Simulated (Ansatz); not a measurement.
Ag₂H⁻. The state is a triplet with charge -1. Geometry r2SCAN-D4/def2-TZVP, that of the neutral doublet; atoms count from 1.

Cartesian coordinates in Å:
```
Ag -1.220 0.818 -0.352
Ag 1.200 -0.898 -0.195
H 0.021 0.080 0.547
```

In the def2 sets Ag takes a core potential; there is no spin–orbit coupling. The highest occupied level of the charge -1 triplet lies above zero (up to 0.63 eV). By energy differences its removal costs 0.86 eV (vertical, to the charge 0 doublet, at PBE0-D4/def2-TZVPD); a positive level beside a positive removal energy at the same level points to self-interaction error. At PBE0-D4/def2-TZVPD a singlet of charge -1 lies 0.06 eV below the triplet at the same geometry. The structure comes from a short search, and lower isomers may exist.

(1) Estimate the Mulliken populations from the PBE0/def2-TZVPD orbitals of Ansatz.

(2) Where does the spin sit?

(3) And the Mayer bond orders between bonded heavy atoms (over 0.3)?

## Answers

(1) 
```csv
atom,charge (e),spin (α − β),d electrons
Ag1,-0.60,0.93,9.88
Ag2,-0.60,0.93,9.88
H3,0.21,0.13,–
```
Mulliken values and Mayer orders depend strongly on the basis. With diffuse functions, as here, like atoms can get unlike values, and bond orders can come out too low or too high.

(2) Summed by element: Ag 1.87, H 0.13, of 2 unpaired in all. Largest on single atoms: Ag2 0.93, Ag1 0.93, H3 0.13.

(3) Ag1–Ag2 0.62 (2.97 Å).
